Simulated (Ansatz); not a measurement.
ClFGeHS (`[F][Ge]([SH])[Cl]`) radical. Charge 0, multiplicity 2.

Cartesian coordinates in Å:
```
F -0.1114 1.9103 -0.8849
Ge -0.6300 0.4202 -0.1604
S 0.9939 -0.0432 1.2908
Cl -0.7429 -1.0186 -1.7685
H 0.4904 -1.2687 1.5229
```

Q: What are the harmonic wavenumbers in cm⁻¹ at PBE0-D4/def2-TZVP (Ansatz, finite differences of forces, unscaled)? (An estimate is asked.)

A: Computed: 104, 174, 180, 209, 375, 417, 694, 735, 2706.

Q: Is this a minimum?

A: Yes, all 9 modes are real.

Q: Give the ideal-gas thermochemistry at 298.15 K and 1 bar (rigid rotor, harmonic oscillator; point group C1, symmetry number 1).

A: Zero-point energy 33.5 kJ/mol; H(298) − E = 52.1 kJ/mol; entropy 346.8 J/(mol·K), of which translation 172.2, rotation 115.7, vibration 53.1, electronic 5.8; G(298) − E = -51.3 kJ/mol.

Q: And at 400, 500, 600, 800 and 1000 K?

A: 
```tsv
T (K)	H − E (kJ/mol)	S (J/mol/K)	G − E (kJ/mol)
400	60.9	372.3	-88.0
500	70.0	392.6	-126.3
600	79.4	409.8	-166.4
800	98.8	437.6	-251.3
1000	118.7	459.8	-341.1
```

Q: Rotational constants (cm⁻¹)?

A: 0.1324, 0.06828, 0.05045.
